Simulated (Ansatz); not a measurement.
Consider the substitution at a C–Si bond: `C=C[SiH](Cl)Cl` + `O[Si](F)(F)F` → `C=CO[Si](F)(F)F` + dichlorosilane.

Computed with Ansatz on PBE0-D4/def2-TZVP structures; ΔE is electronic, products minus reactants. CBS: MP2 limit from def2 TZ/QZ plus the TZ coupled-cluster correction, frozen cores. Functionals use def2-TZVPP. B3LYP here is the variant with VWN-RPA as its local correlation; programs differ in this. Each species was taken in one conformer, which may not be the lowest.

| level | ΔE (kcal/mol) | difference from CCSD(T)/CBS |
| --- | --- | --- |
| r2SCAN-D4 | 18.2 | -2.1 |
| PBE0-D4 | 18.6 | -1.7 |
| ωB97X-V | 17.7 | -2.6 |
| ωB97M-V | 18.9 | -1.4 |
| PBE | 17.7 | -2.6 |
| PBE0 | 18.4 | -1.9 |
| B3LYP | 17.3 | -3.0 |
| HF/def2-QZVPP | 17.0 | -3.3 |
| MP2/def2-QZVPP | 21.8 | 1.5 |
| HF/CBS(def2) | 17.0 | -3.3 |
| CCSD(T)/CBS | 20.3 | 0 |

Largest T1 diagnostic among the species: 0.012.

In def2-TZVPP, CCSD(T) changes the Hartree–Fock value by +2.4 kcal/mol (the triples alone add +0.2 kcal/mol) and MP2 by +4.3 kcal/mol.
